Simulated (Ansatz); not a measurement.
A run for Ansatz (a program for electronic structure): R-CCSD(T)/def2-QZVPP on Cl2 (SMILES ClCl). The basis file is the Basis Set Exchange's JSON of that set.

Ansatz 0.2 input:
```yaml
crystal:
  periodic: [false, false, false]
  atoms:
    - {symbol: Cl, position_ang: [0.00000000, 0.00000000, 1.00675153]}
    - {symbol: Cl, position_ang: [-0.00000000, -0.00000000, -1.00675153]}
basis:
  gaussian:
    orbitals: def2-QZVPP.json
magnetization: {spin_polarized: false}
correlation: {method: ccsd_t, electrons: outside_noble_gas}
scf: {lower_state_search: off}
```

Program output:

```
WARN ansatz: RAYON_NUM_THREADS=4 ignored (pool sized by the plan → 4); use --threads N
Functional definition: HF
these checks for a lower state are left out or cut short: stability, starts, cluster_reference, orbital_swaps, neighbouring_geometries, increment
integrals: 0.29 GiB planned
825 factors; integrals over basis functions are off by at most 9.8e-4 eV
mean field: 0.32 GiB planned
mean field evaluation 1: about -25006.9037 eV, gradient 1.4e1 eV
mean field evaluation 2: about -25007.0263 eV, gradient 1.5e1 eV
mean field evaluation 4: about -25007.5002 eV, gradient 1.1e0 eV
mean field evaluation 8: about -25007.5099 eV, gradient 8.7e-6 eV
mean field -25007.50994349 eV, -919.0090397242 hartree, gradient 2.4e-6 eV, S^2 0.000000; 0 other end points of the search recorded, 0 dependent functions left out
10 core orbitals not correlated
reference -25007.50994349 eV, -919.0090397242 hartree; 7, 7 occupied and 123, 123 virtual orbitals, 825 factors
second order -11.42447879 eV of doubles, -0.00000000 eV of singles
coupled cluster: 0.54 GiB planned
cycle   1  -11.94042784 eV  change   -5.2e-1 eV  update   6.3e-2
cycle   2  -12.21697543 eV  change   -2.8e-1 eV  update   1.9e-2
cycle   3  -12.25483626 eV  change   -3.8e-2 eV  update   7.2e-3
cycle   4  -12.25106927 eV  change    3.8e-3 eV  update   1.7e-3
cycle   5  -12.25108760 eV  change   -1.8e-5 eV  update   5.1e-4
cycle   6  -12.25100841 eV  change    7.9e-5 eV  update   1.8e-4
cycle   7  -12.25101353 eV  change   -5.1e-6 eV  update   5.3e-5
cycle   8  -12.25104150 eV  change   -2.8e-5 eV  update   1.6e-5
cycle   9  -12.25103862 eV  change    2.9e-6 eV  update   4.4e-6
perturbative correction -0.59476427 eV, -0.0218571838 hartree
Total energy: -25020.35574638 eV, -919.4811142732 hartree
Checks for a lower state left out: stability, starts, cluster_reference, orbital_swaps, neighbouring_geometries, increment
```

The run converged.

Cost: roughly 11 core-seconds.
